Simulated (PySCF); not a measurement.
GeBr₂, SMILES [Br][Ge][Br] (connectivity only; charge and spin as stated), neutral, multiplicity 1. Atoms are numbered in the order given.

```xyz
3

Ge     0.0000     0.0000     1.0225
Br     0.0000     1.8107    -0.4674
Br     0.0000    -1.8107    -0.4674
```
Charge 0, spin multiplicity 1.

Coordinates come from a PBE0-D3(BJ)/def2-SVP optimisation. The isomer is the one that the SMILES or the coordinates give; other isomers of the formula were not compared.

Two levels are set side by side: PBE/pcSseg-2 (PySCF) and KT2/pcSseg-2 (PySCF). GIAO shifts against GeH4 (⁷³Ge) at the same level; non-relativistic, no solvent, atoms listed together averaged. Without spin–orbit terms, shifts of atoms bonded to Cl or Br come out too high at both levels. Differences are taken from unrounded values.

| quantity | KT2 |
|---|---|
| δ(⁷³Ge) of Ge1 (ppm) | 1086.2 |

**Question.** What does PBE give, and how far is it from KT2? (An estimate is asked for; the answer gives what the named calculation found.)

**Answer.** 
```tsv
quantity	PBE	PBE minus KT2
δ(⁷³Ge) of Ge1 (ppm)	1135.0	48.7
```

Rough cost on one machine, each run with all the roots and properties that it gave: KT2 against PBE within a factor of 2.
